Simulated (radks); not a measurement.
Dispersion coefficients C6 (hartree bohr^6) between ground-configuration atoms and ions, from the Casimir-Polder integral (3/pi) of alpha_A(iw) alpha_B(iw). All-electron calculation, scalar-relativistic Kohn-Sham, LDA (Slater exchange, Perdew-Wang correlation), spin-polarised, spherical densities, finite nucleus; open shells are filled with parallel spins first (spin-orbit coupling, left out, can overturn this in heavy ions); Fermi nuclear charge, rms radius of each element as measured or else 0.836 A^(1/3) + 0.57 fm. Program: a radial shooting solver on a logarithmic mesh with Libxc functionals. Response by self-consistent Sternheimer equations with the Hartree and adiabatic LDA kernel, the relativistic mass of each level held fixed and spin-orbit coupling left out. For heavy and open-shell atoms this level of theory can miss by tens of per cent.

\begin{tabular}{lrrrrrr}
C6 & Sr2+ & Ta & Mn & Pm2+ & Ca & Hg+ \\ \hline
Sr2+ & 29.52 &  &  &  &  &  \\
Ta & 136.1 & 967.6 &  &  &  &  \\
Mn & 101.4 & 763.5 & 606.4 &  &  &  \\
Pm2+ & 42.51 & 209.6 & 158.2 & 61.90 &  &  \\
Ca & 152.5 & 1315 & 1062 & 246.6 & 1953 &  \\
Hg+ & 62.26 & 335.2 & 255.5 & 91.49 & 404.4 & 138.5 \\
\end{tabular}

Static polarisabilities (bohr^3): Sr2+ ([Kr]) 5.933, Ta ([Xe] 4f14 5d3 6s2) 77.30, Mn ([Ar] 3d5 4s2) 65.72, Pm2+ ([Xe] 4f5) 11.45, Ca ([Ar] 4s2) 146.5, Hg+ ([Xe] 4f14 5d10 6s1) 18.25. The combination rule 2 Ca Cb / ((alpha_b/alpha_a) Ca + (alpha_a/alpha_b) Cb) gives 124.5 for Sr2+-Ta, against 136.1 from the integral.
